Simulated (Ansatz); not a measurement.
Reaction (ligand exchange at a B–N bond): `BNBNC` + `[SiH3]N[SiH3]` → `BN([SiH3])[SiH3]` + `CNBN`

Isolated molecules relaxed with PBE0-D4/def2-TZVP in Ansatz; ΔE leaves out vibrations. CCSD(T)/CBS is the MP2 limit (def2-TZVPP, def2-QZVPP) plus CCSD(T) − MP2 in def2-TZVPP, frozen cores. This one scheme is used for every species. DFT in def2-TZVPP. Each species was taken in one conformer, which may not be the lowest.

```
             level  ΔE (kcal/mol)  difference from CCSD(T)/CBS
            PBE-D4           -1.2                         -0.1
           PBE0-D4           -1.3                         -0.2
        r2SCAN0-D4           -1.3                         -0.2
            B2PLYP           -1.0                          0.1
            revPBE           -1.1                          0.0
              BLYP           -0.6                          0.5
RPA@PBE/def2-TZVPP           -1.1                          0.0
       HF/def2-SVP           -0.6                          0.5
     CCSD/def2-SVP           -0.7                          0.4
   CCSD/def2-TZVPP           -1.1                          0.0
       CCSD(T)/CBS           -1.1                            0
```

Largest T1 diagnostic among the species: 0.013.

Leaving LDA and LC-ωPBE aside and taking each functional with its dispersion term where it has one, the values, not all of them listed here, spread over 1.0 kcal/mol, from PBE-QIDH to B97M-V.
